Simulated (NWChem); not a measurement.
Everything below was run with NWChem. System: CH₃OS, charge 0, spin multiplicity 2, at a geometry optimised with UPBE0/def2-SVP. The structure started from a generated list of species. Its SCF solution wasn't tested for a lower state. Level: URI-MP2/cc-pVTZ, 7 core orbitals frozen.

Input file:

```
start mol
memory heap 200 mb stack 900 mb global 1100 mb
geometry units angstroms nocenter noautoz
  C      0.311754    -1.391362     0.000000
  S     -0.509635     0.219337     0.000000
  O      0.608802     1.246816     0.000000
  H      0.938095    -1.481646    -0.899428
  H     -0.462966    -2.172454     0.000000
  H      0.938095    -1.481646     0.899428
  symmetry group Cs
end
basis spherical
  * library cc-pvtz
end
basis "ri-mp2 basis" spherical
  * library cc-pvtz-ri
end
scf
  uhf
  nopen 1
  maxiter 100
  thresh 1e-7
  semidirect memsize 60000000 filesize 0
  # guess.movecs holds the orbitals of an unrestricted PBE0 run
  vectors input guess.movecs output mol.movecs
end
mp2
  freeze core 7
end
task rimp2 energy
```

NWChem printed:

```
             Northwest Computational Chemistry Package (NWChem) 7.3.0
             --------------------------------------------------------

                                NWChem Input Module
                                -------------------

 Scaling coordinates for geometry "geometry" by  1.889725989
 (inverse scale =  0.529177249)

 Turning off AUTOSYM since
 SYMMETRY directive was detected!

                             Geometry "geometry" -> ""
                             -------------------------

 Output coordinates in angstroms (scale by  1.889725989 to convert to a.u.)

  No.       Tag          Charge          X              Y              Z
 ---- ---------------- ---------- -------------- -------------- --------------
    1 C                    6.0000     0.31175400    -1.39136200     0.00000000
    2 S                   16.0000    -0.50963500     0.21933700     0.00000000
    3 O                    8.0000     0.60880200     1.24681600     0.00000000
    4 H                    1.0000     0.93809500    -1.48164600    -0.89942800
    5 H                    1.0000    -0.46296600    -2.17245400     0.00000000
    6 H                    1.0000     0.93809500    -1.48164600     0.89942800

 Effective nuclear repulsion energy (a.u.)     106.4863176301

            Nuclear Dipole moment (a.u.)
            ----------------------------
        X                 Y               Z
 ---------------- ---------------- ----------------
     0.0000075589     0.0000037795     0.0000000000

      Symmetry information
      --------------------

 Group name             Cs
 Group number              2
 Group order               2
 No. of unique centers     5

      Symmetry unique atoms

     1    2    3    4    5


 Summary of "ao basis" -> "" (spherical)
 ------------------------------------------------------------------------------
       Tag                 Description            Shells   Functions and Types
 ---------------- ------------------------------  ------  ---------------------
 *                          cc-pvtz                   on all atoms

 Summary of "ri-mp2 basis" -> "" (spherical)
 ------------------------------------------------------------------------------
       Tag                 Description            Shells   Functions and Types
 ---------------- ------------------------------  ------  ---------------------
 *                         cc-pvtz-ri                 on all atoms

 Summary of "ao basis" -> "ao basis" (spherical)
 ------------------------------------------------------------------------------
       Tag                 Description            Shells   Functions and Types
 ---------------- ------------------------------  ------  ---------------------
 C                          cc-pvtz                 10       30   4s3p2d1f
 S                          cc-pvtz                 12       34   5s4p2d1f
 O                          cc-pvtz                 10       30   4s3p2d1f
 H                          cc-pvtz                  6       14   3s2p1d

                                 NWChem SCF Module
                                 -----------------

  ao basis        = "ao basis"
  functions       =   136
  atoms           =     6
  alpha electrons =    17
  beta  electrons =    16
  charge          =   0.00
  wavefunction    = UHF
  use symmetry    = T
  symmetry adapt  = T

 Summary of "ao basis" -> "ao basis" (spherical)
 ------------------------------------------------------------------------------
       Tag                 Description            Shells   Functions and Types
[...]
    5 H    1     0.46   0.13  0.25  0.05  0.00  0.01  0.00
    6 H    1     0.44   0.13  0.24  0.05  0.00  0.01  0.00

   Mulliken analysis of the spin density
   -------------------------------------

    Atom       Charge   Shell Charges
 -----------   ------   -------------------------------------------------------
    1 C    6    -0.04   0.00 -0.00 -0.00  0.00 -0.01 -0.02 -0.00  0.00  0.00  0.00
    2 S   16     0.34   0.00  0.00  0.02 -0.00 -0.01  0.00  0.21  0.06  0.05  0.00  0.00 -0.00
    3 O    8     0.66  -0.00  0.03  0.01 -0.01  0.24  0.36  0.04 -0.00 -0.00 -0.00
    4 H    1     0.02   0.00  0.01  0.00 -0.00 -0.00 -0.00
    5 H    1    -0.00  -0.00 -0.00 -0.00 -0.00 -0.00 -0.00
    6 H    1     0.02   0.00  0.01  0.00 -0.00 -0.00 -0.00

       Multipole analysis of the density wrt the origin
       ------------------------------------------------

     L   x y z        total         alpha         beta         nuclear
     -   - - -        -----         -----         ----         -------
     0   0 0 0     -0.000000    -17.000000    -16.000000     33.000000

     1   1 0 0     -0.243121     -0.212369     -0.030760      0.000008
     1   0 1 0     -1.143803     -1.247593      0.103786      0.000004
     1   0 0 1      0.000000      0.000000      0.000000      0.000000

     2   2 0 0    -19.116051    -27.866126    -25.811720     34.561795
     2   1 1 0     -1.000134     -1.175820      0.506544     -0.330857
     2   1 0 1      0.000000      0.000000      0.000000      0.000000
     2   0 2 0    -18.904481    -71.907376    -68.168945    121.171840
     2   0 1 1     -0.000000     -0.000000     -0.000000      0.000000
     2   0 0 2    -18.432071    -12.984395    -11.225449      5.777773

                               NWChem RI-MP2 Module
                               --------------------

 Summary of "ri-mp2 basis" -> "ri-mp2 basis" (spherical)
 ------------------------------------------------------------------------------
       Tag                 Description            Shells   Functions and Types
 ---------------- ------------------------------  ------  ---------------------
 C                         cc-pvtz-ri               23       81   8s6p5d3f1g
 S                         cc-pvtz-ri               32      122   10s8p7d5f2g
 O                         cc-pvtz-ri               23       81   8s6p5d3f1g
 H                         cc-pvtz-ri               10       30   4s3p2d1f

 SCF Reference Information:
            File: './mol.movecs'
           Title: ''
    Size (AOxMO):    136 x (    136,    136)
       Total Occ:                17.00,  16.00
 RI-MP2 Calculation Information:
          Nr. of AO basis functions:        136
     Nr. of fitting basis functions:        374
               Nr. of MO spin cases:          2
        Nr. of MOs to be correlated:        129        129
     Nr. of occupied MOs correlated:         10          9
      Nr. of virtual MOs correlated:        119        120

          RI integral approximation: 'V'
    Threshold for Schwarz screening:  1.000E-09
 Smallest eigenvalue retained in fit  1.000E-08
    Type of storage for MO integrals 'EAF library'

 Transformation block size   10, requiring     1 integral passes.
 XForm_3cInts: Completed     1:   10 pass.
 Transformation block size    9, requiring     1 integral passes.
 XForm_3cInts: Completed     1:    9 pass.
 Energy evaluation using block sizes    10   10
 RIMP2_V_E2: Approx. ints. done (    1:   10,    1:   10)
 RIMP2_V_E2: Copy to B done (    1:   10,    1:   10)
 RIMP2_V_E2: Denominators done (    1:   10,    1:   10)
 RIMP2_V_E2: Completed block (    1:   10,    1:   10)
 RIMP2_V_E2: Approx. ints. done (    1:   10,    1:    9)
 RIMP2_V_E2: Copy to B done (    1:   10,    1:    9)
 RIMP2_V_E2: Denominators done (    1:   10,    1:    9)
 RIMP2_V_E2: Completed block (    1:   10,    1:    9)
 RIMP2_V_E2: Approx. ints. done (    1:    9,    1:    9)
 RIMP2_V_E2: Copy to B done (    1:    9,    1:    9)
 RIMP2_V_E2: Denominators done (    1:    9,    1:    9)
 RIMP2_V_E2: Completed block (    1:    9,    1:    9)

          -------------------------------------------
          SCF energy                -512.026760829367
          Correlation energy          -0.567287557009
          Total MP2 energy          -512.594048386376
          -------------------------------------------

 -----------------------
 Performance information
 -----------------------

 Timer overhead =  1.38D-07 seconds/call

               Nr. of calls         CPU time (s)                 Wall time (s)                GFlops
             ---------------    -------------------     ------------------------------   -------------------
Name         Min   Avg   Max    Min     Avg     Max     Min     Avg     Max   Mx/calls   Min     Max     Sum
Overall       1     1     1    23.     23.     23.      23.     23.     23.     23.      0.0     0.0     0.0
3c integr     2     2     2    4.2     4.2     4.2      4.2     4.2     4.2     2.1      0.0     0.0     0.0
Energy        1     1     1   0.65    0.65    0.65     0.65    0.65    0.65    0.65      0.0     0.0     0.0
3c integr     2     2     2    4.1     4.1     4.1      4.1     4.1     4.1     2.1      0.0     0.0     0.0
First 2/3     6     6     6   3.44E-2 3.44E-2 3.44E-2  3.44E-2 3.44E-2 3.44E-2 5.74E-3   0.0     0.0     0.0
Final 1/3     2     2     2   3.07E-2 3.07E-2 3.07E-2  3.07E-2 3.07E-2 3.07E-2 1.53E-2   0.0     0.0     0.0
Write 3c      2     2     2   3.02E-3 3.02E-3 3.02E-3  3.02E-3 3.02E-3 3.02E-3 1.51E-3   0.0     0.0     0.0
Read 3c i     3     3     3   3.50E-3 3.50E-3 3.50E-3  3.50E-3 3.50E-3 3.50E-3 1.17E-3   0.0     0.0     0.0
Fitting b     1     1     1   0.16    0.16    0.16     0.16    0.16    0.16    0.16      0.0     0.0     0.0
Schwarz i     1     1     1   5.96E-2 5.96E-2 5.96E-2  5.96E-2 5.96E-2 5.96E-2 5.96E-2   0.0     0.0     0.0
Form 4ci      3     3     3   0.13    0.13    0.13     0.13    0.13    0.13    4.41E-2   0.0     0.0     0.0
Form A &      3     3     3   0.49    0.49    0.49     0.49    0.49    0.49    0.16      0.0     0.0     0.0
Denominat     3     3     3   3.67E-3 3.67E-3 3.67E-3  3.67E-3 3.67E-3 3.67E-3 1.22E-3   0.0     0.0     0.0
Pair Ener     3     3     3   1.52E-2 1.52E-2 1.52E-2  1.52E-2 1.52E-2 1.52E-2 5.07E-3   0.0     0.0     0.0

 The average no. of pstat calls per process was 3.30D+01
 with a timing overhead of 4.54D-06s

 Task  times  cpu:       22.6s     wall:       22.6s

 Total times  cpu:       22.6s     wall:       22.6s
```
